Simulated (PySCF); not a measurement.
HSE06 single point of quartet MnH₄ at its PBE0 minimum.

Input, equivalent to the run apart from its starting density:

```python
from pyscf import gto, scf, dft
mol = gto.M(atom='''
Mn     0.007555     0.018120    -0.037311
H      0.587496     1.409075    -0.591407
H     -0.659594    -1.581997     0.160775
H      0.180535     0.433003     1.460221
H     -0.526566    -1.262937     0.948445''',
    basis={'Mn': 'def2-TZVP', 'H': 'def2-TZVP'},
    charge=0, spin=3)
mf = dft.UKS(mol, xc='HSE06')
mf.grids.atom_grid = (75, 302)
aux = {'Mn': 'def2-universal-JKFIT', 'H': 'def2-universal-JKFIT'}
mf = mf.density_fit(auxbasis=aux)
mf.conv_tol = 1e-08
mf.diis_space = 10
mf.max_cycle = 60
mf.verbose = 4
mf.kernel()
```

Excerpt of the output:

```
init E= -1153.08037274163
cycle= 1 E= -1153.08034061573  delta_E= 3.21e-05  |g|= 0.0148  |ddm|= 0.0142
cycle= 2 E= -1153.07963745608  delta_E= 0.000703  |g|= 0.0521  |ddm|= 0.037
cycle= 3 E= -1153.08040313615  delta_E= -0.000766  |g|= 0.000835  |ddm|= 0.0279
cycle= 4 E= -1153.08040378173  delta_E= -6.46e-07  |g|= 0.000319  |ddm|= 0.00117
cycle= 5 E= -1153.08040437475  delta_E= -5.93e-07  |g|= 0.000248  |ddm|= 0.00174
cycle= 6 E= -1153.08040466916  delta_E= -2.94e-07  |g|= 9.56e-05  |ddm|= 0.00154
cycle= 7 E= -1153.08040474766  delta_E= -7.85e-08  |g|= 6.69e-05  |ddm|= 0.000937
cycle= 8 E= -1153.08040476763  delta_E= -2e-08  |g|= 4.82e-05  |ddm|= 0.00037
cycle= 9 E= -1153.08040475487  delta_E= 1.28e-08  |g|= 1.27e-05  |ddm|= 0.000394
cycle= 10 E= -1153.0804047493  delta_E= 5.57e-09  |g|= 8.33e-06  |ddm|= 0.000116
Extra cycle  E= -1153.08040474916  delta_E= 1.32e-10  |g|= 2.54e-05  |ddm|= 1.87e-05
converged SCF energy = -1153.08040474916  <S^2> = 4.0276105  2S+1 = 4.136477
```

The determinant is spin-contaminated (⟨S²⟩ = 4.03, pure value 3.75). With open d or f shells other occupations or spin states may lie lower.

This run, together with those of the ionised and electron-attached species (not shown), took 7.8 s on 2 threads of a shared Arm Neoverse V2 host, with 69 basis functions; the process peaked at 0.91 GiB. Launch command: `OMP_NUM_THREADS=2 python axn.py task.json out`.
